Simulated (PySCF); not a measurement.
# Computed properties of C₃H₆N₂Si, SMILES N#CC/C=N/[SiH3]

C3H6N2Si, SMILES N#CC/C=N/[SiH3]. Coordinates come from a ωB97X-D3(BJ)/def2-SVP optimisation. The structure was generated by enumeration; whether it is a known compound was not checked. The values are those of a single conformer. All values are computed for the isolated molecule unless a solvent is named; none is compared with measurement here.

**Structure.** All 30 harmonic modes at ωB97X-D3(BJ)/def2-SVP (PySCF) are real, so it is a minimum. With heavy atoms numbered as in [N:1]#[C:2][CH2:3]/[CH:4]=[N:5]/[SiH3:6], the shortest bond between them is N1–C2 at 1.156 Å and the longest N5–Si6 at 1.763 Å.

**Vibrations.** The strongest infrared lines (harmonic, unscaled, degenerate partners summed) lie at 1826 cm⁻¹ (285 km/mol, C 55 %, N 42 %), 968 cm⁻¹ (283 km/mol, H 89 %), 960 cm⁻¹ (122 km/mol, H 95 %). The softest mode is at 47 cm⁻¹ and the zero-point energy is 52.6 kcal/mol.

**Electronic structure.** r2SCAN/def2-TZVP (PySCF) places the frontier levels at -6.68 and -2.30 eV, a gap of 4.38 eV, and gives a dipole moment of 3.12 D and a mean polarisability of 74.8 bohr³. PBE/def2-TZVP (PySCF) at the same geometry gives -6.39 and -2.48 eV, so its gap is 0.47 eV narrower. An orbital gap is neither the optical nor the fundamental gap.

**Excitations.** TDA-PBE0/def2-SVPD (PySCF) has S1 at 4.37 eV (283 nm, f = 0.001, dark); the most intense of the 10 singlets computed lies at 7.43 eV (f = 0.18). T1 (TDA) is at 3.70 eV, 0.67 eV under S1. TDA-PBE/def2-SVPD (PySCF) puts S1 at 4.15 eV. No vertical singlet excitation falls in the visible range (under 3.1 eV).

**NMR.** GIAO shifts at KT2/pcSseg-1 (PySCF) (non-relativistic, atoms alike by connectivity averaged): ¹³C from 35.0 to 166.7 ppm against TMS; ¹H from 3.4 to 8.6 ppm against TMS; ²⁹Si at -39.9 ppm against TMS.

**Solvation.** SMD-M06-2X/6-31G* (PySCF) gives -3.5 kcal/mol in water, -5.7 kcal/mol in chloroform, -6.3 kcal/mol in 2-propanol (1 M in both phases, gas-phase geometry); of these solvents 2-propanol holds the molecule best.
